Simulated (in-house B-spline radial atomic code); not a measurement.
Binding energies in Ge¹²⁺

NIST's tabulated ground configuration is [Ar] 3d2; each binding energy is the energy of the ion with one electron taken from that subshell, relaxed, less that of the parent. Computed with an all-electron radial atomic-structure program (B-spline basis): Dirac-Hartree-Fock, average of configuration, Fermi nucleus of rms radius 4.0742 fm. Energies include first-order Breit, QED and recoil terms.

```json
{"subshell": "1s", "X-ray name": "K", "binding energy (eV)": "11491.7", "-ε (eV)": "11547.9", "relaxation (eV)": "33.6"}
{"subshell": "2s", "X-ray name": "L1", "binding energy (eV)": "1808.8", "-ε (eV)": "1821.1", "relaxation (eV)": "10.3"}
{"subshell": "2p1/2", "X-ray name": "L2", "binding energy (eV)": "1640.4", "-ε (eV)": "1654.4", "relaxation (eV)": "12.1"}
{"subshell": "2p3/2", "X-ray name": "L3", "binding energy (eV)": "1609", "-ε (eV)": "1622.1", "relaxation (eV)": "11.8"}
{"subshell": "3s", "X-ray name": "M1", "binding energy (eV)": "513.3", "-ε (eV)": "515.0", "relaxation (eV)": "1.4"}
{"subshell": "3p1/2", "X-ray name": "M2", "binding energy (eV)": "452.6", "-ε (eV)": "454.3", "relaxation (eV)": "1.5"}
{"subshell": "3p3/2", "X-ray name": "M3", "binding energy (eV)": "447", "-ε (eV)": "448.6", "relaxation (eV)": "1.4"}
{"subshell": "3d", "X-ray name": "M4,5", "binding energy (eV)": "363.8", "-ε (eV)": "365.5", "relaxation (eV)": "1.7"}
```

Relaxation = -ε minus the binding energy without Breit, QED and recoil terms.

Emission lines follow as differences of binding energies, with λ = 12398.42 eV·Å / E:

```json
{"line": "K-L3", "holes": "1s → 2p3/2", "energy (eV)": "9882.7", "wavelength (Å)": "1.2546"}
{"line": "K-L2", "holes": "1s → 2p1/2", "energy (eV)": "9851.3", "wavelength (Å)": "1.2586"}
{"line": "K-M3", "holes": "1s → 3p3/2", "energy (eV)": "11044.7", "wavelength (Å)": "1.1226"}
{"line": "L1-M3", "holes": "2s → 3p3/2", "energy (eV)": "1361.8", "wavelength (Å)": "9.1044"}
{"line": "L3-M1", "holes": "2p3/2 → 3s", "energy (eV)": "1095.7", "wavelength (Å)": "11.316"}
```

What screening constant σ does Moseley's law, E = (3/4)·13.6057 eV·(Z - σ)², need for K-L3?

σ = 0.88.

What does it cost to remove both a 2s and a 2p3/2 electron?

3509.9 eV, which is 92.07 eV more than the two single binding energies together.

What does it cost to remove both a 2p3/2 and a 2p1/2 electron?

3357 eV, which is 107.6 eV more than the two single binding energies together.

What does it cost to remove both a 2p1/2 and a 3p3/2 electron?

2137.8 eV, which is 50.43 eV more than the two single binding energies together.
